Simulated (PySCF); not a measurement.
Isomers of C4H6O3S, one GFN2-xTB conformer each. Single-point energies are computed at PBE0/pcSseg-1 (PySCF, gas phase, no added dispersion term), electronic only.

Question: Rank them by PBE0/pcSseg-1 energy, lowest first (kJ/mol).
A. `[CH2:1]=[CH:2][C:3](=[CH2:4])[S:5](=[O:6])(=[O:7])[OH:8]` with C1–C2–C3–C4 -179°, C2–C3–S5–O6 -175°, C3–S5–O8–H -110°
B. `[O:1]=[S:2](=[O:3])([OH:4])[CH:5]=[C:6]1[CH2:7][CH2:8]1` with O1–S2–O4–H 0°, O1–S2–C5–C6 -15°
C. `[CH2:1]=[C:2]([C:3](=[O:4])[OH:5])[S@:6]([CH3:7])=[O:8]` with C1–C2–C3–O4 -9°, C2–C3–O5–H -178°, C1–C2–S6–C7 106°
D. `[CH:1]#[C:2][CH2:3][S:4](=[O:5])(=[O:6])[O:7][CH3:8]` with C2–C3–S4–O5 159°, C3–S4–O7–C8 78°

Answer: C (0.0), A (155.9), B (201.8), D (266.2).

As drawn, the lowest has a C=O bond, an O–H bond and a C(=O)–O unit, which the highest lacks; the highest has a C≡C bond, which the lowest lacks. GFN2-xTB itself gives, in the same order: 0.0, 25.5, 43.4, 62.4. Both levels put the same isomer lowest; measured from each level's own lowest isomer, the values differ by up to 203.8 kJ/mol (C#CCS(=O)(=O)OC: 62.4 against 266.2).

Question: Which frontier levels, dipoles and rotational constants go with these structures?

Answer: 
| SMILES | HOMO (eV, PBE0/pcSseg-1) | LUMO (eV) | dipole (D) | A, B, C (MHz) |
| --- | --- | --- | --- | --- |
| C=C(C(=O)O)[S@](C)=O | -6.97 | -1.94 | 2.73 | 2977, 1333, 1080 |
| C=CC(=C)S(=O)(=O)O | -7.64 | -1.70 | 3.89 | 2548, 1812, 1360 |
| O=S(=O)(O)C=C1CC1 | -8.51 | -1.16 | 4.78 | 3933, 1134, 1090 |
| C#CCS(=O)(=O)OC | -8.29 | -0.01 | 4.44 | 2559, 1596, 1285 |
